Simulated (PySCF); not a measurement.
**Electric field gradients and quadrupole coupling constants**

C7H15PS.
Geometry (GFN2-xTB, Å), atoms numbered from 1 in this order:
```
atom  x, y, z in Å
C1    -2.257   -2.198    1.171
C2    -1.729   -1.042    1.531
C3    -1.567    0.124    0.621
P4     0.251    0.457    0.307
C5     0.076    1.732   -1.038
C6    -0.135    3.130   -0.473
C7     0.534   -1.010   -0.812
S8     2.223   -1.033   -1.484
C9     3.128   -1.338    0.055
H10   -2.347   -3.023    1.857
H11   -2.630   -2.364    0.173
H12   -1.361   -0.900    2.540
H13   -2.081   -0.041   -0.330
H14   -1.966    1.025    1.095
H15   -0.750    1.454   -1.700
H16    1.004    1.699   -1.617
H17   -1.059    3.183    0.101
H18   -0.192    3.860   -1.278
H19    0.688    3.405    0.185
H20    0.373   -1.936   -0.255
H21   -0.135   -0.981   -1.674
H22    2.867   -2.321    0.439
H23    2.871   -0.565    0.775
H24    4.185   -1.298   -0.183
```

Field gradients from the PBE0/pcSseg-1 density (PySCF, non-relativistic), principal values in atomic units, ordered |Vxx| ≤ |Vyy| ≤ |Vzz|:

```json
{"atom": "S8", "Vxx": "0.6212", "Vyy": "2.4786", "Vzz": "-3.0998"}
```

Question: Find the asymmetry η = (Vxx − Vyy)/Vzz and the couplings χ = eQV/h (234.96 MHz × Q in barn × V in au), with Q(33S) = −0.0678 b.

Answer: 
```tsv
atom	environment	nucleus	η	χzz (MHz)	χxx (MHz)	χyy (MHz)
S8	sulfide sulfur	33S	0.60	49.38	-9.90	-39.49
```

Question: What is Vzz at S8 in SI units (1 au = 9.71736 × 10²¹ V/m²)?

Answer: -3.0998 au = -30.121 × 10²¹ V/m².

Question: And the gradient at the other heavy atoms, for which no coupling is worked out here?

Answer: 
```csv
atom,environment,Vzz (au),η
C1,terminal =CH2 carbon,0.279,0.45
C2,alkene CH carbon,0.330,0.58
C3,sp3 carbon bound to phosphorus,-0.056,0.99
P4,phosphine phosphorus,-1.398,0.15
C5,sp3 carbon bound to phosphorus,-0.078,0.99
C6,methyl carbon,0.072,0.25
C7,sp3 carbon bound to sulfur,0.224,0.45
C9,S-methyl carbon,0.267,0.12
```

Were the hydrogens deuterons (Q(2H) = 0.00286 b), χzz would run from 199 kHz (H16) to 228 kHz (H10).

Geometry: GFN2-xTB, one conformer, isolated molecule. GFN2-xTB bond lengths can be off by several hundredths of an ångström, more for odd bonds, and the gradients follow them. A larger basis could move these couplings by a tenth or more.

These values come from a run that also computed NMR shieldings. Hardware: an Arm Neoverse V1 with one thread, shared host with 64 logical CPUs at a one-minute load of 32. Cost: 58 s of wall time, 1.1 GiB resident at most.
